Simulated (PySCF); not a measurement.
**Excitation energy of Sr⁺ by level of theory**

Sr⁺ [Kr] 5s1 (2S) → Sr⁺ [Kr] 4d1 (2D), as a difference of total energies. Computed with PySCF 2.14 in x2c-TZVPPall with one added diffuse shell each of s, p, d, f type (9s7p7d3f1g, 95 functions), with scalar relativity by spin-free X2C-1e. Correlated levels: valence and next inner shell: [Ar] 3d10 frozen. The calculations carry no spin-orbit coupling.

| method | excitation energy (eV) |
| --- | --- |
| UHF | 1.951 |
| MP2 (valence and next inner shell) | 1.943 |
| SCS-MP2 (valence and next inner shell) | 1.921 |
| CCSD (valence and next inner shell) | 1.903 |
| CCSD(T) (valence and next inner shell) | 1.914 |

Question: How much does correlation contribute at CCSD(T) (valence and next inner shell)?

Answer: 1.914 − (1.951) = -0.037 eV, measured against UHF.

Errors of the correlated levels include the incompleteness of this basis and the frozen core.

For comparison: 1.826 eV (measured; NIST levels, between the centres of gravity of the two terms).
